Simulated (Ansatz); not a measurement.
Total energies of `F[Si](F)(F)[Si](F)(F)F`.

```xyz
8

F    -1.068   -1.001   -1.728
Si   -0.321   -1.066   -0.344
F     0.938   -1.998   -0.505
F    -1.289   -1.720    0.711
Si    0.321    1.066    0.344
F    -0.936    2.002    0.493
F     1.057    1.002    1.733
F     1.299    1.716   -0.705
```

The species carries charge 0 and has multiplicity 1. All single points use the PBE0-D4/def2-TZVP geometry. It is one conformer, not always the lowest. Basis def2-TZVPP, Ansatz.

RPA on PBE orbitals: Hartree–Fock energy of these orbitals -1175.12298 Eh, correlation -2.54040 Eh (frozen core).

```json
{"functional": "LDA (SPW92)", "kind": "LDA", "energy without D4 (Eh)": "-1172.67586", "D4 term (kJ/mol)": "–"}
{"functional": "PBE", "kind": "GGA", "energy without D4 (Eh)": "-1177.89421", "D4 term (kJ/mol)": "-22.1"}
{"functional": "revPBE", "kind": "GGA", "energy without D4 (Eh)": "-1178.40757", "D4 term (kJ/mol)": "-61.7"}
{"functional": "BLYP", "kind": "GGA", "energy without D4 (Eh)": "-1178.71829", "D4 term (kJ/mol)": "-48.0"}
{"functional": "r2SCAN", "kind": "meta-GGA", "energy without D4 (Eh)": "-1178.47351", "D4 term (kJ/mol)": "-5.3"}
{"functional": "B97M-V", "kind": "meta-GGA with VV10", "energy without D4 (Eh)": "-1178.39767", "D4 term (kJ/mol)": "–"}
{"functional": "PBE0", "kind": "global hybrid, 25 % exact exchange", "energy without D4 (Eh)": "-1177.94631", "D4 term (kJ/mol)": "-18.8"}
{"functional": "B3LYP", "kind": "global hybrid, 20 %", "energy without D4 (Eh)": "-1178.79464", "D4 term (kJ/mol)": "-35.9"}
{"functional": "r2SCANh", "kind": "meta-GGA hybrid, 10 %", "energy without D4 (Eh)": "-1178.43746", "D4 term (kJ/mol)": "-5.7"}
{"functional": "r2SCAN0", "kind": "meta-GGA hybrid, 25 %", "energy without D4 (Eh)": "-1178.38551", "D4 term (kJ/mol)": "-6.3"}
{"functional": "HSE06 (plane-wave form)", "kind": "screened hybrid", "energy without D4 (Eh)": "-1177.91019", "D4 term (kJ/mol)": "-17.6"}
{"functional": "BHLYP", "kind": "global hybrid, 50 %", "energy without D4 (Eh)": "-1178.55887", "D4 term (kJ/mol)": "-29.1"}
{"functional": "CAM-B3LYP", "kind": "range-separated hybrid", "energy without D4 (Eh)": "-1178.65573", "D4 term (kJ/mol)": "-19.3"}
{"functional": "LC-ωPBE", "kind": "long-range corrected hybrid", "energy without D4 (Eh)": "-1178.25050", "D4 term (kJ/mol)": "–"}
{"functional": "ωB97X-V", "kind": "range-separated hybrid GGA with VV10", "energy without D4 (Eh)": "-1178.46501", "D4 term (kJ/mol)": "–"}
{"functional": "ωB97M-V", "kind": "range-separated hybrid meta-GGA with VV10", "energy without D4 (Eh)": "-1178.59817", "D4 term (kJ/mol)": "–"}
{"functional": "B2PLYP", "kind": "double hybrid", "energy without D4 (Eh)": "-1178.22536", "D4 term (kJ/mol)": "–"}
{"functional": "PBE-QIDH", "kind": "double hybrid", "energy without D4 (Eh)": "-1177.72096", "D4 term (kJ/mol)": "–"}
```

B3LYP takes the VWN-RPA correlation (the form of Gaussian; ORCA's B3LYP/G). HSE06 is the plane-wave form, built on full-range PBE exchange. The double hybrids freeze the cores in their second-order part.

LC-ωPBE has ω = 0.4 bohr⁻¹.
